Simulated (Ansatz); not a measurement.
ClH4NO2Ti (`[NH2][Ti]([OH])([OH])[Cl]`). Total charge 0; spin multiplicity 1. Geometry: relaxed with PBE0-D4/def2-TZVP. It is one conformer, not always the lowest.

```xyz
9

N     1.403    0.472   -0.166
Ti   -0.383   -0.048   -0.278
O    -1.316    1.198    0.589
O    -0.616   -1.649    0.483
Cl   -0.954   -0.204   -2.427
H     2.163    0.050   -0.681
H     1.715    1.302    0.318
H    -1.983    1.165    1.276
H    -0.028   -2.287    0.887
```

Task: What is the dipole moment at ωB97M-V/def2-TZVPP? (Estimate.)

Result: Ansatz gave: 3.81 D, with components (1.97, -0.24, 3.25) D in this frame, pointing from negative to positive charge.

Task: And with PBE, r2SCAN, B3LYP? (Best estimate.)

Result: Ansatz gave: PBE 3.74 D, r2SCAN 3.82 D, B3LYP 3.76 D.

Task: Give the Mulliken charges with ωB97M-V, B3LYP, r2SCAN in def2-TZVPP. (Estimate.)

Result: The calculation gave: 
```json
{"atom": "N1", "ωB97M-V": "-0.41", "B3LYP": "-0.46", "r2SCAN": "-0.50"}
{"atom": "Ti2", "ωB97M-V": "0.92", "B3LYP": "1.02", "r2SCAN": "1.01"}
{"atom": "O3", "ωB97M-V": "-0.44", "B3LYP": "-0.47", "r2SCAN": "-0.47"}
{"atom": "O4", "ωB97M-V": "-0.44", "B3LYP": "-0.47", "r2SCAN": "-0.47"}
{"atom": "Cl5", "ωB97M-V": "-0.26", "B3LYP": "-0.30", "r2SCAN": "-0.31"}
{"atom": "H6", "ωB97M-V": "0.12", "B3LYP": "0.14", "r2SCAN": "0.16"}
{"atom": "H7", "ωB97M-V": "0.13", "B3LYP": "0.15", "r2SCAN": "0.17"}
{"atom": "H8", "ωB97M-V": "0.18", "B3LYP": "0.20", "r2SCAN": "0.21"}
{"atom": "H9", "ωB97M-V": "0.18", "B3LYP": "0.19", "r2SCAN": "0.21"}
```

B3LYP here is the variant with VWN-RPA as its local correlation; programs differ in this.
